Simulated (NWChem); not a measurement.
System: MoN₂H₂ClF; SMILES [F][Mo](=[NH])(=[NH])[Cl]

The following NWChem deck was run.

```
start job
memory heap 200 mb stack 900 mb global 1100 mb
geometry units angstroms
  Mo    -0.102982     0.011331    -0.250171
  N     -1.535033    -0.949871    -0.408748
  H     -2.284427    -1.580126    -0.663982
  N      1.083832    -0.345879    -1.459908
  H      1.639399    -0.675169    -2.238927
  F     -0.549778     1.765796    -0.356002
  Cl     0.769855    -0.400878     1.688574
end
basis spherical
  * library def2-svp
end
ecp
  Mo library def2-ecp
end
dft
  xc pbe0
  iterations 150
end
driver
  maxiter 120
end
task dft optimize
dft
  grid fine
  convergence energy 1d-8 density 1d-7
end
task dft freq numerical
```

Parts of the log:

```
             Northwest Computational Chemistry Package (NWChem) 7.3.0
             --------------------------------------------------------

 CS  symmetry detected

                             Geometry "geometry" -> ""
                             -------------------------

 Output coordinates in angstroms (scale by  1.889725989 to convert to a.u.)

  No.       Tag          Charge          X              Y              Z
 ---- ---------------- ---------- -------------- -------------- --------------
    1 Mo                  42.0000    -0.03803968    -0.25897919     0.00000000
    2 N                    7.0000    -0.87063029    -0.73274186    -1.44293002
    3 H                    1.0000    -1.48216903    -1.09745242    -2.16193133
    4 N                    7.0000    -0.87063029    -0.73274186     1.44293002
    5 H                    1.0000    -1.48216903    -1.09745242     2.16193133
    6 F                    9.0000     1.61841835    -0.99730059     0.00000000
    7 Cl                  17.0000     0.12853315     1.90036014     0.00000000

 Effective nuclear repulsion energy (a.u.)     593.8347833188

      Symmetry information
      --------------------

 Group name             Cs
 Group number              2
 Group order               2
 No. of unique centers     5

                                Z-matrix (autoz)
                                --------

 Units are Angstrom for bonds and degrees for angles

      Type          Name      I     J     K     L     M      Value
      ----------- --------  ----- ----- ----- ----- ----- ----------
    1 Stretch                  1     2                       1.73197
    2 Stretch                  1     4                       1.73197
    3 Stretch                  1     6                       1.81355
    4 Stretch                  1     7                       2.16575
    5 Stretch                  2     3                       1.01191
    6 Stretch                  4     5                       1.01191
    7 Bend                     1     2     3               168.83461
    8 Bend                     1     4     5               168.83461
    9 Bend                     2     1     4               112.84054
   10 Bend                     2     1     6               109.13026
   11 Bend                     2     1     7               108.04136
   12 Bend                     4     1     6               109.13026
   13 Bend                     4     1     7               108.04136
   14 Bend                     6     1     7               109.61253
   15 Torsion                  2     1     4     5           4.25603
   16 Torsion                  3     2     1     4          -4.25603
   17 Torsion                  3     2     1     6         117.24314
   18 Torsion                  3     2     1     7        -123.63746
   19 Torsion                  5     4     1     6        -117.24314
   20 Torsion                  5     4     1     7         123.63746

                           NWChem Geometry Optimization
                           ----------------------------

 maximum gradient threshold         (gmax) =   0.000450
 rms gradient threshold             (grms) =   0.000300
 maximum cartesian step threshold   (xmax) =   0.001800
 rms cartesian step threshold       (xrms) =   0.001200
 fixed trust radius                (trust) =   0.300000
 source of zmatrix                         =   autoz

          -------------------
          Energy Minimization
          -------------------

 Using diagonal initial Hessian
 Scaling for Hessian diagonals: bonds = 1.00  angles = 0.25  torsions = 0.10

          --------
          Step   0

                                 NWChem DFT Module
                                 -----------------

 Summary of "ao basis" -> "ao basis" (spherical)
 ------------------------------------------------------------------------------
       Tag                 Description            Shells   Functions and Types
 ---------------- ------------------------------  ------  ---------------------
 Mo                         def2-svp                11       31   5s3p2d1f
 N                          def2-svp                 6       14   3s2p1d
 H                          def2-svp                 3        5   2s1p
 F                          def2-svp                 6       14   3s2p1d
 Cl                         def2-svp                 8       18   4s3p1d

      Symmetry analysis of basis
      --------------------------

        a'         63
        a"         38

            General Information
            -------------------
          SCF calculation type: DFT
          Wavefunction type:  closed shell.
          No. of atoms     :     7
          No. of electrons :    56
           Alpha electrons :    28
            Beta electrons :    28
          Charge           :     0
          Spin multiplicity:     1
          Use of symmetry is: on ; symmetry adaption is: on
          Maximum number of iterations: 150
          AO basis - number of functions:   101
                     number of shells:    43
          Convergence on energy requested:  1.00D-06
          Convergence on density requested:  1.00D-05
          Convergence on gradient requested:  5.00D-04

              XC Information
              --------------
                         PBE0 Method XC Functional
                     Hartree-Fock (Exact) Exchange  0.250
          PerdewBurkeErnzerhof Exchange Functional  0.750
            Perdew 1991 LDA Correlation Functional  1.000 local
           PerdewBurkeErnz. Correlation Functional  1.000 non-local

             Grid Information
             ----------------
          Grid used for XC integration:  medium
          Radial quadrature: Mura-Knowles
          Angular quadrature: Lebedev.
          Tag              B.-S. Rad. Rad. Pts. Rad. Cut. Ang. Pts.
          ---              ---------- --------- --------- ---------
          Mo                  1.45      123           9.0       590
          N                   0.65       49          10.0       434
          H                   0.35       45          11.0       434
          F                   0.50       49          10.0       434
          Cl                  1.00       88          11.0       590
          Grid pruning is: on
          Number of quadrature shells:   354
          Spatial weights used:  Erf1

      Superposition of Atomic Density Guess
      -------------------------------------

 Sum of atomic energies:        -745.39493970

      Non-variational initial energy
      ------------------------------

 Total energy =    -736.216793
 1-e energy   =   -1580.710854
 2-e energy   =     571.113514
 HOMO         =      -0.354347
 LUMO         =      -0.041708

      Symmetry analysis of molecular orbitals - initial
      -------------------------------------------------

  Numbering of irreducible representations:

     1 a'          2 a"

  Orbital symmetries:

     1 a'          2 a'          3 a'          4 a"          5 a'
     6 a'          7 a"          8 a'          9 a'         10 a"
    11 a'         12 a'         13 a'         14 a'         15 a"
    16 a'         17 a'         18 a"         19 a'         20 a'
    21 a"         22 a'         23 a"         24 a'         25 a'
    26 a"         27 a'         28 a"         29 a'         30 a"
    31 a'         32 a'         33 a"         34 a'         35 a"
    36 a'         37 a'         38 a"

   convergence    iter        energy       DeltaE   RMS-Dens  Diis-err
 ---------------- ----- ----------------- --------- --------- ---------
 d= 0,ls=0.0,diis     1   -737.9769144368 -1.01D+03  4.32D-02  3.25D+00
 d= 0,ls=0.0,diis     2   -733.3472418408  4.63D+00  3.58D-02  3.97D+01
 d= 0,ls=0.0,diis     3   -738.3188554529 -4.97D+00  6.02D-03  5.20D-01
 d= 0,ls=0.0,diis     4   -738.3498728119 -3.10D-02  2.20D-03  2.33D-01
 d= 0,ls=0.0,diis     5   -738.3718644273 -2.20D-02  4.72D-04  3.24D-03
  Resetting Diis
 d= 0,ls=0.0,diis     6   -738.3722727509 -4.08D-04  1.47D-04  3.16D-04
 d= 0,ls=0.0,diis     7   -738.3723033864 -3.06D-05  1.45D-04  5.82D-05
 d= 0,ls=0.0,diis     8   -738.3722868326  1.66D-05  9.58D-05  1.97D-04
 d= 0,ls=0.0,diis     9   -738.3723081590 -2.13D-05  2.59D-05  2.38D-05
 d= 0,ls=0.0,diis    10   -738.3723108788 -2.72D-06  2.08D-06  3.58D-08
 d= 0,ls=0.0,diis    11   -738.3723108849 -6.09D-09  8.55D-07  2.62D-09

         Total DFT energy =     -738.372310884872
      One electron energy =    -1584.846564684437
           Coulomb energy =      633.742680796776
    Exchange-Corr. energy =      -60.648973295860
 Nuclear repulsion energy =      273.380546298650

 Numeric. integr. density =       56.000003172755

                  Occupations of the irreducible representations
                  ----------------------------------------------

                     irrep           alpha         beta
                     --------     --------     --------
                     a'               19.0         19.0
                     a"                9.0          9.0

                       DFT Final Molecular Orbital Analysis
                       ------------------------------------

[...]

      ----------------------
      Optimization converged
      ----------------------

  Step       Energy      Delta E   Gmax     Grms     Xrms     Xmax
  ---- ---------------- -------- -------- -------- -------- --------
@   11    -738.38287975 -8.1D-08  0.00004  0.00001  0.00036  0.00109
                                     ok       ok       ok       ok

                                Z-matrix (autoz)
                                --------

 Units are Angstrom for bonds and degrees for angles

      Type          Name      I     J     K     L     M      Value     Gradient
      ----------- --------  ----- ----- ----- ----- ----- ---------- ----------
    1 Stretch                  1     2                       1.70999   -0.00001
    2 Stretch                  1     4                       1.70999   -0.00001
    3 Stretch                  1     6                       1.85504    0.00004
    4 Stretch                  1     7                       2.28718    0.00002
    5 Stretch                  2     3                       1.01896   -0.00001
    6 Stretch                  4     5                       1.01896   -0.00001
    7 Bend                     1     2     3               154.37919   -0.00001
    8 Bend                     1     4     5               154.37919   -0.00001
    9 Bend                     2     1     4               108.28401   -0.00000
   10 Bend                     2     1     6               108.56192   -0.00000
   11 Bend                     2     1     7               107.38751    0.00001
   12 Bend                     4     1     6               108.56192   -0.00000
   13 Bend                     4     1     7               107.38751    0.00001
   14 Bend                     6     1     7               116.40898   -0.00002
   15 Torsion                  2     1     4     5          -5.07943   -0.00001
   16 Torsion                  3     2     1     4           5.07943    0.00001
   17 Torsion                  3     2     1     6         122.76394    0.00000
   18 Torsion                  3     2     1     7        -110.59499   -0.00001
   19 Torsion                  5     4     1     6        -122.76394   -0.00000
   20 Torsion                  5     4     1     7         110.59499    0.00001

                         Geometry "geometry" -> "geometry"
                         ---------------------------------

 Output coordinates in angstroms (scale by  1.889725989 to convert to a.u.)

  No.       Tag          Charge          X              Y              Z
 ---- ---------------- ---------- -------------- -------------- --------------
    1 Mo                  42.0000     0.05513876    -0.23411629     0.00000000
    2 N                    7.0000    -0.81377695    -0.73245725    -1.38590148
    3 H                    1.0000    -1.60860863    -1.14333862    -1.87345415
    4 N                    7.0000    -0.81377695    -0.73245725     1.38590148
    5 H                    1.0000    -1.60860863    -1.14333862     1.87345415
    6 F                    9.0000     1.70433841    -1.08341604     0.00000000
    7 Cl                  17.0000     0.08860717     2.05281586     0.00000000

 Effective nuclear repulsion energy (a.u.)     582.3984883223

      Symmetry information
      --------------------

 Group name             Cs
 Group number              2
 Group order               2
 No. of unique centers     5

                Final and change from initial internal coordinates
                --------------------------------------------------

                                Z-matrix (autoz)
                                --------

 Units are Angstrom for bonds and degrees for angles

[...]

 Rotational Constants
 --------------------
 A=   0.121891 cm-1  (  0.175370 K)
 B=   0.066300 cm-1  (  0.095389 K)
 C=   0.062244 cm-1  (  0.089554 K)

 Temperature                      =   298.15K
 frequency scaling parameter      =   1.0000

 Zero-Point correction to Energy  =   20.006 kcal/mol  (  0.031881 au)
 Thermal correction to Energy     =   24.160 kcal/mol  (  0.038502 au)
 Thermal correction to Enthalpy   =   24.753 kcal/mol  (  0.039446 au)

 Total Entropy                    =   82.324 cal/mol-K
   - Translational                =   41.483 cal/mol-K (mol. weight = 181.8945)
   - Rotational                   =   27.551 cal/mol-K (symmetry #  =        1)
   - Vibrational                  =   13.290 cal/mol-K

 Cv (constant volume heat capacity) =   21.980 cal/mol-K
   - Translational                  =    2.979 cal/mol-K
   - Rotational                     =    2.979 cal/mol-K
   - Vibrational                    =   16.021 cal/mol-K

[normal modes left out]

 ----------------------------------------------------------------------------
 Normal Eigenvalue ||           Projected Infra Red Intensities
  Mode   [cm**-1]  || [atomic units] [(debye/angs)**2] [(KM/mol)] [arbitrary]
 ------ ---------- || -------------- ----------------- ---------- -----------
    1       -0.000 ||    0.002642           0.061         2.576       0.400
    2       -0.000 ||    0.000201           0.005         0.196       0.030
    3       -0.000 ||    0.000071           0.002         0.069       0.011
    4       -0.000 ||    0.001511           0.035         1.473       0.229
    5        0.000 ||    0.000443           0.010         0.431       0.067
    6        0.000 ||    0.000365           0.008         0.355       0.055
    7      140.831 ||    0.004139           0.095         4.035       0.626
    8      194.049 ||    0.000612           0.014         0.596       0.093
    9      230.339 ||    0.010102           0.233         9.848       1.528
   10      255.870 ||    0.001091           0.025         1.064       0.165
   11      313.002 ||    0.008178           0.189         7.973       1.237
   12      398.092 ||    0.322970           7.451       314.847      48.866
   13      413.086 ||    0.023937           0.552        23.335       3.622
   14      613.365 ||    0.111285           2.567       108.486      16.837
   15      627.196 ||    0.000043           0.001         0.042       0.007
   16      714.805 ||    0.238042           5.492       232.055      36.016
   17      765.916 ||    0.062009           1.431        60.449       9.382
   18     1024.046 ||    0.144039           3.323       140.416      21.793
   19     1060.864 ||    0.051503           1.188        50.207       7.792
   20     3622.331 ||    0.171728           3.962       167.409      25.983
   21     3627.119 ||    0.233055           5.377       227.194      35.261
 ----------------------------------------------------------------------------
```

Level: PBE0/def2-SVP with def2 effective core potentials on Mo. def2 effective core potentials on Mo; no spin-orbit coupling.
